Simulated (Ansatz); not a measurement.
This geometry of B₂H₄OZn (8 atoms, charge 0, multiplicity 1) is a first-order saddle point.

Level of theory: RKS PBE0/def2-SVPD (Ansatz).

```xyz
8
Properties=species:S:1:pos:R:3
B -0.199 1.706 -0.705
O -0.422 0.489 -0.144
B 0.321 -0.665 -0.115
Zn -0.116 -2.103 1.338
H 0.921 2.022 -1.032
H -1.144 2.444 -0.836
H 1.177 -0.769 -0.977
H -0.445 -3.181 2.415
```

Q: Which two structures does it join? (They come from a converged band through this point; their orientation in space is the band's.)

A: No bond is made or broken.

First end point:

```xyz
8
Properties=species:S:1:pos:R:3
B -0.261 1.658 -0.778
O -0.455 0.540 -0.018
B 0.391 -0.547 0.052
Zn -0.120 -2.146 1.297
H 0.728 1.747 -1.466
H -1.103 2.520 -0.727
H 1.396 -0.482 -0.636
H -0.485 -3.348 2.220
```

Last end point:

```xyz
8
Properties=species:S:1:pos:R:3
B -0.103 1.800 -0.486
O 0.082 0.482 -0.420
B 0.291 -0.842 -0.418
Zn -0.120 -2.024 1.256
H 0.803 2.528 -0.158
H -1.173 2.216 -0.860
H 0.732 -1.290 -1.461
H -0.421 -2.927 2.491
```

Q: How far does it lie above each of them?

A: 1.6 kJ/mol above the first and 16.9 kJ/mol above the second. This is the barrier of this one path; another mechanism may lie lower.

Run time: 5.3 min on 2 threads of Arm Neoverse V1, on a shared host, peak memory 0.33 GiB.
